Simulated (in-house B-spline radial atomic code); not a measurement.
Values are calculated unless marked as measured or tabulated.
C6 from the polarisability at imaginary frequency: Mg2+

wB97X linear response of the closed shell [He] 2s2 2p6, from a B-spline radial code for spherical atoms; non-relativistic, point nucleus, no spin-orbit coupling.

The dispersion coefficient of two like species is C6 = (3/π) ∫ α(iu)² du from 0 to ∞.

```json
{"u (hartree)": "0", "α(iu) (bohr³)": "0.5012"}
{"u (hartree)": "0.156", "α(iu) (bohr³)": "0.4997"}
{"u (hartree)": "0.364", "α(iu) (bohr³)": "0.493"}
{"u (hartree)": "0.624", "α(iu) (bohr³)": "0.4783"}
{"u (hartree)": "1.04", "α(iu) (bohr³)": "0.4438"}
{"u (hartree)": "1.56", "α(iu) (bohr³)": "0.3921"}
{"u (hartree)": "2.34", "α(iu) (bohr³)": "0.3165"}
{"u (hartree)": "3.64", "α(iu) (bohr³)": "0.2202"}
{"u (hartree)": "5.2", "α(iu) (bohr³)": "0.1485"}
{"u (hartree)": "7.79", "α(iu) (bohr³)": "0.0863"}
{"u (hartree)": "13", "α(iu) (bohr³)": "0.03867"}
{"u (hartree)": "26", "α(iu) (bohr³)": "0.01146"}
```

(1) Fit one oscillator, α(iu) = α(0)/(1 + u²/ω²), through u = 5.2 and estimate C6.

(2) How does that compare with the full integral?

Answers

(1) From α(0)/α(iu) − 1 = 0.5012/0.1485 − 1 = 2.3751, ω = u/√2.3751 = 3.3741 hartree (91.8 eV). London's formula gives C6 = (3/4) α(0)² ω = 0.75 × 0.5012² × 3.3741 = 0.6357 hartree·bohr⁶, and the oscillator holds f = α(0) ω² = 5.71 electrons, of a sum of oscillator strengths of 10.0.

(2) The program's quadrature over all excitations gives C6 = 0.6056, so the single oscillator is off by +5.0 %. At the last point the fit gives α = 0.0083 against 0.0115: higher excitations, and deeper shells where there are any, keep the true curve higher at large u.
